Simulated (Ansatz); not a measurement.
Input for Ansatz (development build ahead of 0.2.0):

```yaml
crystal:
  periodic: [false, false, false]
  atoms:
    - { symbol: H, position_ang: [0.99, 0.0, 0.0] }
    - { symbol: H, position_ang: [0.495, 0.85737, 0.0] }
    - { symbol: H, position_ang: [-0.495, 0.85737, 0.0] }
    - { symbol: H, position_ang: [-0.99, 0.0, 0.0] }
    - { symbol: H, position_ang: [-0.495, -0.85737, 0.0] }
    - { symbol: H, position_ang: [0.495, -0.85737, 0.0] }
basis:
  gaussian: { orbitals: def2-SVP }
hamiltonian:
  xc: hf
correlation:
  method: mp2
  frozen_orbitals: { H: 0 }
output:
  forces: true
```

The input is written out in the form of the current development build from the run's settings.

Output:

* Converged: yes
* Reference energy: -3.24996 hartree
* Correlation energy: -0.10994 hartree
* Total energy: -3.35990 hartree

Forces (eV/Å):
```
atom      Fx      Fy     Fz
  H1  -0.042   0.000  0.000
  H2  -0.021  -0.036  0.000
  H3   0.021  -0.036  0.000
  H4   0.042   0.000  0.000
  H5   0.021   0.036  0.000
  H6  -0.021   0.036  0.000
```

Caution: bonds are stretched, where a single reference can fail; stretched shape with no unrestricted run beside it, a lower state can exist.
